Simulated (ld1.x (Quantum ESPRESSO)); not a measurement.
# Fe PAW: all-electron and pseudo phase curves

- Element: Fe (Z = 26)
- Generator: ld1.x (Quantum ESPRESSO) 7.5
- Type: PAW
- Functional: LDA (PZ)
- Relativity: scalar-relativistic
- Frozen core: [Ar]
- Valence charge: 8
- Reference configuration: 3d6 4s2 4p0
- Partial waves: 4s (bound): rcut 1.70, rcutus 2.30 bohr; 4s channel at 0.1 Ry: rcut 1.70, rcutus 2.30 bohr; 4p (bound, empty): rcut 3.10, rcutus 4.15 bohr; 4p channel at 0.45 Ry: rcut 3.10, rcutus 4.15 bohr; 3d (bound): rcut 0.70, rcutus 0.85 bohr; 3d channel at 3.15 Ry: rcut 0.70, rcutus 0.85 bohr
- Local potential: all-electron potential smoothed inside 4.10 bohr (lloc = -1)
- Core correction: Bessel-smoothed model core inside 0.45 bohr
- Augmentation charge: PSQ, inside the norm-conserving radii

The phase is arctan(r·u′/u) with u = r·R(r), unwrapped; energies in Ry, scanned from -3 to 5 Ry. A pole is an energy at which the radial function vanishes at the test radius. The pseudo phase is shifted by a multiple of π to meet the all-electron one at the reference energy, and phase errors are pseudo minus all-electron; the curves can meet again beyond the range given. Levels narrower than the energy grid can be missing from the lists of poles.

```json
{"channel": "s", "radius (bohr)": "4.47", "reference energy (Ry)": "-0.40", "poles, all-electron": "-0.24, 1.97", "poles, pseudo": "-0.24, 1.98", "unbroken range about the reference energy with phases within 0.05 rad": "below 3.3", "phase error 1 Ry above the reference energy (rad)": "+0.000"}
{"channel": "p", "radius (bohr)": "4.47", "reference energy (Ry)": "-0.11", "poles, all-electron": "0.25, 2.52", "poles, pseudo": "0.25, 2.17", "unbroken range about the reference energy with phases within 0.05 rad": "below 1.0", "phase error 1 Ry above the reference energy (rad)": "-0.011"}
{"channel": "d", "radius (bohr)": "4.47", "reference energy (Ry)": "-0.57", "poles, all-electron": "-0.57, 1.11, 3.54", "poles, pseudo": "-0.57, 1.15, 3.54", "unbroken range about the reference energy with phases within 0.05 rad": "below 0.2", "phase error 1 Ry above the reference energy (rad)": "+0.113"}
```

Phases in the p channel:

```
E (Ry)  all-electron  pseudo
 -3.00         1.438   1.437
 -2.76         1.432   1.431
 -2.52         1.425   1.424
 -2.28         1.417   1.416
 -2.04         1.407   1.406
 -1.80         1.395   1.394
 -1.56         1.380   1.379
 -1.32         1.360   1.359
 -1.08         1.332   1.331
 -0.84         1.288   1.287
 -0.60         1.206   1.205
 -0.36         0.975   0.974
 -0.12        -0.503  -0.503
  0.12        -1.447  -1.447
  0.36        -1.637  -1.637
  0.60        -1.758  -1.758
  0.84        -1.921  -1.927
  1.08        -2.378  -2.465
  1.32        -3.818  -4.024
  1.56        -4.383  -4.471
  1.80        -4.547  -4.609
  2.04        -4.625  -4.682
  2.28        -4.675  -4.734
  2.52        -4.713  -4.781
  2.76        -4.746  -4.833
  3.00        -4.780  -4.902
  3.24        -4.820  -5.018
  3.48        -4.877  -5.291
  3.72        -4.980  -6.227
  3.96        -5.265  -7.223
  4.20        -6.596  -7.514
  4.44        -7.453  -7.630
  4.68        -7.643  -7.692
  4.92        -7.722  -7.731
```
